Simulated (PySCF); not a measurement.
GaF, SMILES [F][Ga] (connectivity only; charge and spin as stated), neutral, multiplicity 1. Atoms are numbered in the order given.

```xyz
2

Ga     0.0000     0.0000    -0.4056
F      0.0000     0.0000     1.3971
```

Geometry: B3LYP-D3(BJ)/def2-TZVPD.

Method: PySCF with PBE0/pcSseg-2.

GIAO shieldings, no solvent; atoms alike by connectivity are averaged. δ = σ(ref) − σ: ¹⁹F against CFCl3 (σ = 165.8 ppm), references at their B3LYP-D3(BJ)/def2-TZVP geometries, non-relativistic.

Question: Estimate the chemical shifts. (The exact figures need the calculation; the answer reports its results.)

Answer: 
```csv
nucleus,atoms,count,δ (ppm)
¹⁹F,F2,1,47.3
```
